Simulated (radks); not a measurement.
Successive ionisation energies (eV) of one element, from differences of total energies of ions in their ground configurations, starting at charge 66: 7354.1, 7480.3, 7741.4, 7874.2, 18322.5, 18660.1, 18991.2, 19441.0, 19787.1, 20126, 20596, 20916, 85706, 87062. Method: non-relativistic Kohn-Sham, PBE, spin-polarised, spherical densities, point nucleus; open shells are filled with parallel spins first (spin-orbit coupling, left out, can overturn this in heavy ions); relativity is left out, which matters for an element this heavy; computed with a radial shooting solver on a logarithmic mesh with Libxc functionals. Which element is it?

Answer. Mercury (Z = 80). The first species listed is Hg66+ in [Ne] 3s2 3p2, the last Hg79+ in 1s1.
